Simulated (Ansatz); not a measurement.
C₂H₁₀SiSn, SMILES `[CH3][SnH]([CH3])[SiH3]`, relaxed with RKS PBE0-D4/def2-TZVP in Ansatz 0.2.0 from a GFN2-xTB geometry. The force threshold is 0.005 eV/Å; the program also tests the step.

Total charge 0; spin multiplicity 1. Sn takes the def2 core potential.

Start:

```xyz
14

C    -1.769    1.170    0.009
Sn    0.275    0.412    0.214
C     1.080    0.232   -1.814
Si    0.474   -1.694    1.620
H    -2.395    0.428   -0.474
H    -1.785    2.071   -0.593
H    -2.198    1.400    0.976
H     1.143    1.707    0.908
H     0.964    1.163   -2.356
H     0.557   -0.546   -2.360
H     2.134   -0.018   -1.794
H     1.870   -2.100    1.725
H    -0.287   -2.765    0.984
H    -0.063   -1.459    2.954
```

```
step  energy (eV)  largest force (eV/Å)  largest move (Å)
   1  -15941.3624                 1.063             0.000
   2  -15941.4001                 0.637             0.132
   3  -15941.4475                 0.125             0.066
   4  -15941.4503                 0.021             0.024
   5  -15941.4506                 0.011             0.023
   6  -15941.4507                 0.002             0.009
```

End:

```xyz
14

C    -1.760    1.149    0.019
Sn    0.286    0.517    0.181
C     1.077    0.214   -1.793
Si    0.457   -1.641    1.563
H    -2.352    0.372   -0.466
H    -1.817    2.061   -0.577
H    -2.176    1.345    1.007
H     1.186    1.764    0.946
H     0.988    1.135   -2.370
H     0.521   -0.576   -2.299
H     2.128   -0.071   -1.741
H     1.871   -2.089    1.684
H    -0.318   -2.734    0.913
H    -0.089   -1.443    2.934
```

Hardware: 2 threads of an AMD EPYC 7R13 on a shared host and a share of an NVIDIA H100 80 GB. Wall time 9.6 s, peak host memory 0.91 GiB.
